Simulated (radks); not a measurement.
Results of a calculation; reference values are marked as such.
Excited configurations of Rh+: one electron is placed in a higher orbital outside [Kr] 4d7. The ground configuration is [Kr] 4d8. Code: a radial shooting solver on a logarithmic mesh with Libxc functionals. Model: scalar-relativistic Kohn-Sham, PBE, spin-unpolarised, spherical densities, finite nucleus; Fermi nuclear charge, rms radius 4.4945 fm. Excitation = E - E(ground); binding = E(ion) - E, where the ion is the core of charge +2; n* = 2/sqrt(2 binding) in atomic units, and the quantum defect is n - n*.

| outer orbital | excitation (eV) | binding (eV) | n* | quantum defect | eigenvalue (eV) | <r> (bohr) |
|---|---|---|---|---|---|---|
| 5p | 8.747 | 10.764 | 2.249 | 2.751 | -7.831 | 3.594 |
| 5d | 13.856 | 5.655 | 3.102 | 1.898 | -4.073 | 5.956 |
| 5f | 17.118 | 2.393 | 4.769 | 0.231 | -1.801 | 14.56 |
| 6s | 12.937 | 6.573 | 2.877 | 3.123 | -5.179 | 6.453 |
| 6p | 14.308 | 5.203 | 3.234 | 2.766 | -4.057 | 7.725 |
| 6d | 16.113 | 3.398 | 4.002 | 1.998 | -2.604 | 11.09 |
| 7s | 15.789 | 3.722 | 3.824 | 3.176 | -2.968 | 11.39 |
| 7p | 16.401 | 3.110 | 4.183 | 2.817 | -2.480 | 13.20 |
| 7d | 17.265 | 2.246 | 4.923 | 2.077 | -1.780 | 17.60 |
| 7f | 18.235 | 1.276 | 6.530 | 0.470 | -1.022 | 30.67 |

The Delta-SCF ionisation energy is 19.511 eV (NIST Atomic Spectra Database: 18.080 eV, semi-empirical). Self-interaction in the functional shifts the binding energies and quantum defects, so they are the method's values and not measured ones. Spin polarisation and multiplet splitting are left out, so open shells lie too high by an amount that depends on their filling.

Beside tabulated values, note that spin-unpolarised runs miss the spin-polarisation part of the exchange energy of open shells.
